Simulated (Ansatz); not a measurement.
A series at Si: from `F[Si](Cl)(Cl)Cl`, ligands are replaced one by one, each step taking up H₂ and setting free HCl; n counts the steps. Ansatz, PBE0-D4/def2-TZVP geometries.

CBS adds triple-zeta CCSD(T) − MP2 to the MP2 limit, frozen cores; atoms without spin–orbit coupling. 

```tsv
n	molecule	atomization energy, CCSD(T)/CBS (kJ/mol)
0	`F[Si](Cl)(Cl)Cl`	1812.6
1	`F[SiH](Cl)Cl`	1751.4
2	`F[SiH2]Cl`	1679.2
3	`F[SiH3]`	?
```

Question: By hand: fit a straight line y = ȳ + b (n − n̄) to the 3 given rows and predict n = 3.

Answer: n̄ = 1.000, ȳ = 1747.73; Σ(n − n̄)(y − ȳ) = -133.40, Σ(n − n̄)² = 2.000, so b = -66.70 kJ/mol a step. Prediction: 1747.73 + (-66.70) × (2.000) = 1614.3 kJ/mol.

Question: By hand: compare with the computed value, 1603.5 kJ/mol, and give the steps along the whole series.

Answer: The line misses by -10.8 kJ/mol (computed minus predicted). Steps: -61.2, -72.2, -75.7 kJ/mol.

The steps grow at each stage, from -61.2 to -75.7 kJ/mol, so the series is curved and an end member is harder to predict than an inner one. The miss is 5.2 % of the series' range. The energies themselves are unsure by some kJ/mol a bond, though much of that is common to the series.
